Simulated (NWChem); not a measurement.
Molecule: CH4N2OSi; SMILES N[SiH2]N=C=O

```xyz
9

N     -0.7689     2.1613     0.0024
Si     0.5758     1.0902     0.0039
N      0.1966    -0.6003     0.0017
C     -0.1294    -1.7545    -0.0012
O     -0.4456    -2.8918    -0.0040
H     -1.3296     2.2854     0.8367
H     -1.3265     2.2870    -0.8337
H      1.3567     1.3421    -1.2273
H      1.3521     1.3398     1.2385
```
Atoms are numbered in this order, from 1.

All runs use the structure optimised with B3LYP/6-31G* (spherical d).

Question: Give the principal values of the shielding tensors (ppm) of N1, Si2, N3, C4, O5 from BHandHLYP/pcSseg-1, GIAO (NWChem), with their diamagnetic and paramagnetic parts as GIAO splits them.

Answer: 
```csv
atom,σ11,σ22,σ33,isotropic,diamagnetic,paramagnetic
N1,228.9,229.1,259.0,239.0,320.0,-81.0
Si2,397.0,405.0,458.8,420.3,879.2,-458.9
N3,137.1,163.2,336.7,212.3,331.8,-119.5
C4,-58.3,-55.5,271.7,52.7,259.7,-207.0
O5,108.1,109.5,372.9,196.9,399.4,-202.6
```
